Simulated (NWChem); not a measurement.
# CH3FMgS; SMILES C[S][Mg][F]

```xyz
7

Mg     0.3664    -1.2867    -0.0059
F      0.3672    -3.0445     0.0285
S      0.3944     1.0086    -0.0510
C     -1.3798     1.4665     0.0156
H     -1.9405     1.0919    -0.8522
H     -1.4223     2.5642    -0.0035
H     -1.8644     1.1260     0.9413
```
Atoms are numbered in this order, from 1.

All runs: NWChem. Pople sets run with spherical d functions. STO-3G and 3-21G are far too small for this property and stand as cheap habits. Geometry: optimised at PBE0/def2-SVP. GIAO values for the isolated, static molecule; σ is the absolute isotropic shielding, δ = σ(reference) − σ with the isolated reference molecule computed at the same levels (13C: tetramethylsilane, 19F: trichlorofluoromethane, 1H: tetramethylsilane).

```json
[
 {"level": "B3LYP/6-31G*", "σ Mg1 (ppm)": "550.0", "δ F2 (ppm)": "-169.0", "σ S3 (ppm)": "767.3", "δ C4 (ppm)": "9.7", "δ H5 (rotor mean) (ppm)": "1.92", "relative time": "10"},
 {"level": "Hartree-Fock/STO-3G", "σ Mg1 (ppm)": "466.8", "δ F2 (ppm)": "-103.4", "σ S3 (ppm)": "893.1", "δ C4 (ppm)": "20.1", "δ H5 (rotor mean) (ppm)": "-0.23", "relative time": "1"},
 {"level": "BHandHLYP/pcSseg-1", "σ Mg1 (ppm)": "513.7", "δ F2 (ppm)": "-216.0", "σ S3 (ppm)": "783.8", "δ C4 (ppm)": "9.7", "δ H5 (rotor mean) (ppm)": "2.02", "relative time": "10"}
]
```

Relative times are rough (shared machine, one core).
